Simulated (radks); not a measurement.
Problem. The mean radii <r> (bohr) of the occupied orbitals of an atom or ion are listed with their occupations. Method: Dirac Kohn-Sham, PBE, spin-unpolarised, spherical densities, finite nucleus; Fermi nuclear charge, rms radius of each element as measured or else 0.836 A^(1/3) + 0.57 fm; computed with a radial shooting solver on a logarithmic mesh with Libxc functionals.

orbital  occ.      <r>
1s1/2       2  0.03428
2s1/2       2   0.1493
2p1/2       2   0.1271
2p3/2       4   0.1318
3s1/2       2   0.4151
3p1/2       2   0.4090
3p3/2       4   0.4196
3d3/2       4   0.3969
3d5/2       6   0.4004
4s1/2       2    1.052
4p1/2       2    1.139
4p3/2       4    1.167
4d3/2       4    1.513

Name the element and its charge. Open shells, if any, fill j = l - 1/2 first.

Solution. Z = 43, technetium, charge +3: Tc3+ in [Kr] 4d4. The 1s radius gives Z: for a bare nucleus <r> = (2 gamma + 1)/(2Z) with gamma = sqrt(1 - (Z/c)^2), 0.03371 bohr for Z = 43, and screening makes it slightly larger (0.03428 here). The occupations add up to 40, and the charge is Z minus that.
